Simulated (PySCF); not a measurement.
CH₄BeSSe.

```xyz
8

Be     0.1917    -0.2512    -0.2566
S     -0.1914    -1.4316    -1.6976
C     -2.0325    -1.3062    -1.8284
H     -2.5167    -1.7105    -0.9300
H     -2.3200    -1.9139    -2.6964
H     -2.3486    -0.2686    -1.9962
Se     0.6232     1.0489     1.2507
H      0.4876    -0.0222     2.2568
```
Charge 0, spin multiplicity 1.

Geometry optimised at TPSSh-D3(BJ)/def2-SVP. The structure was generated by enumeration; whether it is a known compound was not checked. Other conformers were not sampled.

All values below come from PBE/pcSseg-1 run with PySCF. Non-relativistic, no solvent.

Computed absolute GIAO shielding of each atom: isotropic value and principal components (ppm):
| atom | σ(iso) | σ11 | σ22 | σ33 | span |
|---|---|---|---|---|---|
| Be1 | 76.1 | 39.4 | 40.0 | 148.8 | 109.5 |
| S2 | 589.9 | 453.5 | 610.2 | 705.9 | 252.3 |
| C3 | 168.0 | 158.1 | 159.8 | 186.1 | 28.0 |
| H4 | 28.9 | 23.2 | 27.4 | 36.0 | 12.8 |
| H5 | 29.3 | 23.7 | 26.7 | 37.4 | 13.7 |
| H6 | 28.8 | 23.1 | 27.5 | 35.9 | 12.7 |
| Se7 | 2127.0 | 1930.9 | 2150.7 | 2299.3 | 368.4 |
| H8 | 30.6 | 22.0 | 25.5 | 44.1 | 22.1 |
